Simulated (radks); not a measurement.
The numbers below are computed, except where a source is named.
Excited configurations of Er XXVI: one electron is placed in a higher orbital outside [Kr] 4d6. The ground configuration is [Kr] 4d7. Level of theory: scalar-relativistic Kohn-Sham, BLYP, spin-unpolarised, spherical densities, finite nucleus; Fermi nuclear charge, rms radius 5.2516 fm (a radial shooting solver on a logarithmic mesh with Libxc functionals). Excitation = E - E(ground); binding = E(ion) - E, where the ion is the core of charge +26; n* = 26/sqrt(2 binding) in atomic units. These energies are relativistic, and a one-electron ion of charge +26 with no core already has n* below n in this formula (scalar-relativistic equation, point nucleus: 5s 4.985, 5d 4.995, 6f 5.997, 7s 6.984, 7d 6.995).

| outer orbital | excitation (eV) | binding (eV) | n* | eigenvalue (eV) |
|---|---|---|---|---|
| 5s | 280.94 | 623.98 | 3.839 | -610.99 |
| 5d | 398.03 | 506.89 | 4.260 | -495.04 |
| 6f | 610.51 | 294.42 | 5.589 | -288.14 |
| 7s | 637.02 | 267.91 | 5.859 | -262.81 |
| 7d | 672.07 | 232.86 | 6.285 | -228.25 |

The Delta-SCF ionisation energy is 904.92 eV (NIST Atomic Spectra Database: 899 eV, theoretical). Self-interaction in the functional shifts the binding energies and quantum defects, so they are the method's values and not measured ones. Spin polarisation and multiplet splitting are left out, so open shells lie too high by an amount that depends on their filling. Spin-orbit splitting is averaged out at the scalar-relativistic level.

Beside tabulated values, note that spin-unpolarised runs miss the spin-polarisation part of the exchange energy of open shells.
